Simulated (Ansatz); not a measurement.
Start from `NBCN` and change one atom or group to get `NCBCl`.

Ansatz, PBE0-D4/def2-TZVP geometries, multiplicity 1. Each molecule was computed in one conformer, which needn't be the lowest.

```json
{"property": "HOMO–LUMO gap (ωB97M-V/def2-TZVPP) / eV", "`NBCN`": "11.15"}
{"property": "HOMO energy (PBE0/def2-TZVPP) / eV", "`NBCN`": "-6.51"}
{"property": "size of the dipole moment (ωB97M-V/def2-TZVPP) / D", "`NBCN`": "2.50"}
{"property": "size of the dipole moment (PBE/def2-TZVPP) / D", "`NBCN`": "2.49"}
{"property": "HOMO–LUMO gap (PBE0/def2-TZVPP) / eV", "`NBCN`": "6.99"}
{"property": "zero-point energy (PBE0-D4/def2-TZVP) / kJ/mol", "`NBCN`": "249.0"}
```

Task: What does the change do to each property? (Estimate.)

Result: Computed: 
```
                                          property  `NCBCl`  shift
           HOMO–LUMO gap (ωB97M-V/def2-TZVPP) / eV    10.27  -0.88
                HOMO energy (PBE0/def2-TZVPP) / eV    -7.00  -0.49
size of the dipole moment (ωB97M-V/def2-TZVPP) / D     1.76  -0.74
    size of the dipole moment (PBE/def2-TZVPP) / D     1.73  -0.76
              HOMO–LUMO gap (PBE0/def2-TZVPP) / eV     5.85  -1.14
    zero-point energy (PBE0-D4/def2-TZVP) / kJ/mol    178.7  -70.3
```

With PBE0 the HOMO falls by 0.49 eV and the LUMO falls by 1.62 eV, so the gap narrows by about 1.13 eV. PBE moves the HOMO by -0.52 eV and ωB97M-V by -0.47 eV. The zero-point energy changes by -70.3 kJ/mol with -6 modes. Dipoles are sizes alone; their direction can turn.
